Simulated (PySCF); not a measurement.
## How methods differ on the excitation energy of V

V [Ar] 3d3 4s2 (4F) → V [Ar] 3d4 4s1 (6D), as a difference of total energies. All numbers are calculated (PySCF 2.14, no relativity, point nucleus, in dyall-av2z). Correlated levels: valence: [Ar] frozen; virtual orbitals above 40 to 60 times the deepest correlated orbital energy dropped. The calculations carry no spin-orbit coupling.

```json
{"method": "UHF", "excitation energy (eV)": "0.218", "difference from reference (eV)": "-0.027"}
{"method": "LDA", "excitation energy (eV)": "-0.955", "difference from reference (eV)": "-1.200"}
{"method": "PBE", "excitation energy (eV)": "-0.836", "difference from reference (eV)": "-1.081"}
{"method": "PBE0", "excitation energy (eV)": "-0.566", "difference from reference (eV)": "-0.811"}
{"method": "r2SCAN", "excitation energy (eV)": "-0.779", "difference from reference (eV)": "-1.024"}
{"method": "B2PLYP", "excitation energy (eV)": "0.109", "difference from reference (eV)": "-0.136"}
{"method": "LC-wPBE", "excitation energy (eV)": "-0.703", "difference from reference (eV)": "-0.948"}
{"method": "PBEsol", "excitation energy (eV)": "-0.990", "difference from reference (eV)": "-1.235"}
{"method": "HSE06", "excitation energy (eV)": "-0.570", "difference from reference (eV)": "-0.815"}
{"method": "MP2 (valence)", "excitation energy (eV)": "0.200", "difference from reference (eV)": "-0.045"}
{"method": "SCS-MP2 (valence)", "excitation energy (eV)": "0.943", "difference from reference (eV)": "+0.698"}
```

Reference: 0.245 eV (measured; NIST levels, between the centres of gravity of the two terms).

These non-relativistic numbers lack the scalar-relativistic shift.

Errors of the correlated levels include the incompleteness of this basis and the frozen core.
